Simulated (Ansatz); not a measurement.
The cluster Ca4Se3⁺, relaxed as a doublet with UKS PBE-D4/def2-SVP in Ansatz, starting from the GFN2-xTB geometry. Force threshold 0.02 eV/Å.

The structure comes from a short search, and lower isomers may exist.

Start:

```tsv
atom	x (Å)	y (Å)	z (Å)
Ca1	3.188	0.488	-1.344
Ca2	-0.120	0.476	2.087
Ca3	-0.982	-2.768	-0.249
Ca4	-1.409	1.232	-0.937
Se5	1.135	-1.240	-0.867
Se6	0.530	2.470	0.432
Se7	-2.342	-0.658	0.877
```

```json
{"step": "1", "energy (eV)": "-269720.1967", "largest force component (eV/Å)": "0.552", "SCF passes": "25"}
{"step": "2", "energy (eV)": "-269720.5096", "largest force component (eV/Å)": "0.781", "SCF passes": "27"}
{"step": "3", "energy (eV)": "-269720.8180", "largest force component (eV/Å)": "0.905", "SCF passes": "26"}
{"step": "4", "energy (eV)": "-269721.1630", "largest force component (eV/Å)": "0.756", "SCF passes": "27"}
{"step": "5", "energy (eV)": "-269721.3549", "largest force component (eV/Å)": "0.330", "SCF passes": "26"}
{"step": "6 (rejected)", "energy (eV)": "-269721.3407", "largest force component (eV/Å)": "0.729", "SCF passes": "25"}
{"step": "7", "energy (eV)": "-269721.4064", "largest force component (eV/Å)": "0.096", "SCF passes": "26"}
{"step": "8", "energy (eV)": "-269721.4103", "largest force component (eV/Å)": "0.102", "SCF passes": "23"}
{"step": "9", "energy (eV)": "-269721.4142", "largest force component (eV/Å)": "0.136", "SCF passes": "22"}
{"step": "10", "energy (eV)": "-269721.4236", "largest force component (eV/Å)": "0.265", "SCF passes": "22"}
{"step": "11", "energy (eV)": "-269721.4580", "largest force component (eV/Å)": "0.433", "SCF passes": "26"}
{"step": "12", "energy (eV)": "-269721.5797", "largest force component (eV/Å)": "0.519", "SCF passes": "24"}
{"step": "13", "energy (eV)": "-269721.7305", "largest force component (eV/Å)": "0.326", "SCF passes": "23"}
{"step": "14", "energy (eV)": "-269721.8478", "largest force component (eV/Å)": "0.116", "SCF passes": "24"}
{"step": "15", "energy (eV)": "-269721.8613", "largest force component (eV/Å)": "0.017", "SCF passes": "20"}
```

Force components are those of the run's own axes.

End:

```xyz
7

Ca    2.402    0.215   -0.453
Ca   -0.198    0.709    2.334
Ca   -0.357   -2.428    0.110
Ca   -1.121    0.913   -1.209
Se    0.646   -1.118   -2.064
Se    0.801    2.281    0.335
Se   -2.174   -0.572    0.948
```

Bonds formed: Ca1–Se6 (atoms count from 1). Metal–metal contacts that move far: Ca1–Ca3 5.40 to 3.86 Å, Ca1–Ca4 4.67 to 3.67 Å, Ca1–Ca2 4.77 to 3.84 Å.

No frequencies were taken in this run, so the end may be a saddle point.

It took 2.6 min on 4 threads of Intel Xeon on a shared host.
